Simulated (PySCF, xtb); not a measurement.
F2W, SMILES [F][W][F] (connectivity only; charge and spin as stated), neutral, multiplicity 5.

Harmonic wavenumbers (cm⁻¹) from GFN2-xTB (xtb) at its own minimum, in rising order: 163, 446, 455.

Question: What does B3LYP-D3(BJ)/def2-TZVP (PySCF) give at its own minimum? (An estimate is asked for; the answer gives what the named calculation found.)

Answer: 112, 639, 655. Paired by order, the mean absolute difference is 148 cm⁻¹ and the zero-point energies are 1.5 and 2.0 kcal/mol.
